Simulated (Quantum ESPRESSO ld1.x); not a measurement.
Values are calculated unless marked as measured or tabulated.
Task: The table gives one normalised radial function P(r) = r R(r) of Rh4+ in [Kr] 4d5 (r in bohr). Code: ld1.x of Quantum ESPRESSO 7.5. Model: scalar-relativistic Kohn-Sham, LDA (Slater exchange, Perdew-Wang correlation), spin-polarised, spherical densities, point nucleus; open shells are filled with parallel spins first (spin-orbit coupling, left out, can overturn this in heavy ions).

r,P
0.001268,0.0000
0.001452,0.0000
0.001651,0.0000
0.001891,0.0000
0.002149,0.0000
0.002462,0.0000
0.002799,0.0000
0.003206,0.0000
0.003644,0.0000
0.004175,0.0001
0.004745,0.0001
0.005436,0.0001
0.006179,0.0002
0.007022,0.0003
0.008045,0.0004
0.009144,0.0006
0.01048,0.0009
0.01191,0.0013
0.01364,0.0019
0.0155,0.0026
0.01776,0.0038
0.02019,0.0054
0.02313,0.0077
0.02629,0.0108
0.03012,0.0153
0.03423,0.0211
0.0389,0.0288
0.04457,0.0399
0.05066,0.0537
0.05804,0.0727
0.06596,0.0955
0.07557,0.1258
0.08589,0.1606
0.09841,0.2044
0.1118,0.2514
0.1281,0.3059
0.1456,0.3587
0.1655,0.4088
0.1896,0.4529
0.2155,0.4790
0.2469,0.4819
0.2806,0.4541
0.3215,0.3857
0.3654,0.2821
0.4187,0.1318
0.4758,-0.0413
0.5452,-0.2468
0.6196,-0.4447
0.7099,-0.6401
0.8068,-0.7917
0.917,-0.8968
1.051,-0.9475
1.194,-0.9361
1.368,-0.8675
1.555,-0.7612
1.781,-0.6208
2.025,-0.4795
2.319,-0.3371
2.636,-0.2227
3.02,-0.1299
3.433,-0.0704
3.933,-0.0323
4.47,-0.0136

Which n and l does it have? It may be an empty orbital.

Result: n = 4, l = 2: the number of nodes gives n - l - 1 = 1, the rise at small r (about r^(l+1), flatter next to the nucleus through relativity) gives l, and the extent must fit the shell. The curve is that of 4d up; the table hardly tells the two spins apart. 4d up: eigenvalue -56.361 eV, 1 radial node at r = 0.462 bohr, <r> = 1.30 bohr, 90 % of the charge inside 1.99 bohr.
